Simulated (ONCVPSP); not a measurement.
## Before and after: ONCV potential for fluorine (F)

F (Z = 9), optimised norm-conserving Vanderbilt (ONCV), made with ONCVPSP 4.0.1 (PBE, scalar-relativistic). Core [He], reference 2s2 2p5. Waves: 2s: rc 0.70 bohr, ncon 5, nbas 9, qcut 10.9 1/bohr, 2 projectors, debl 3 Ha; 2p: rc 1.35 bohr, ncon 4, nbas 8, qcut 12.8 1/bohr, 2 projectors, debl 3.5 Ha; d scattering state at 0.1 Ha: rc 1.05 bohr, ncon 5, nbas 9, qcut 9.4 1/bohr, 2 projectors, debl 1.4 Ha. Local part: polynomial inside 0.45 bohr (lpopt 5, dvloc0 0 Ha). Core correction: Teter function, fcfact 5.25, rcfact 1.55.

All-electron outer shells of the reference configuration (PBE, scalar-relativistic, ld1.x):

| shell | level (eV) | outermost node (bohr) | outermost maximum (bohr) |
| --- | --- | --- | --- |
| 1s | -663.37 | – | 0.11 |
| 2s | -29.90 | 0.24 | 0.76 |
| 2p | -11.11 | – | 0.71 |

Change: s: rc 1.02.

Cutoffs: the cutoffs (Ha) at which the residual kinetic energy of the hardest occupied pseudo-wave falls to 1 and 0.1 mHa per electron; they do not see the model core or the augmentation charge, which bear on the density cutoff. Errors are all-electron minus pseudo energies relative to the spin-unpolarised reference configuration.

Q: What does the change do?

A: The potential gets softer (55 Ha and 113 Ha → 46 Ha and 55 Ha); the errors of the 4 common tests hardly move; neither file shows a bound ghost. A larger radius leaves more room for a smooth pseudo-wave, so fewer plane waves are needed.

```tsv
quantity	base	changed
cutoff, loose	55 Ha	46 Ha
cutoff, tight	113 Ha	55 Ha
loose cutoff by channel	s 55 Ha, p 46 Ha	s 44 Ha, p 46 Ha
bound ghosts	none	none
GHOST(+) flags under 300 eV	none	none
error for 2s2 2p4, meV [ΔE 19.39 eV]	+15	+16
error for 2s2 2p3, meV [ΔE 57.77 eV]	+123	+131
error for 2s2 2p2, meV [ΔE 118.41 eV]	+487	+514
error for 2s2 2p4.5, meV [ΔE 7.54 eV]	+2.0	+2.2
p: phases at 1.37 bohr within 0.05 rad from the reference energy up to (Ha; the scan ends near 5)	to the end of the scan	to the end of the scan
d: phases at 1.06 bohr within 0.05 rad from the reference energy up to (Ha; the scan ends near 5)	to the end of the scan	to the end of the scan
rms error of d²Exc/dni dnj with the model core, mHa	1.39	1.53
```
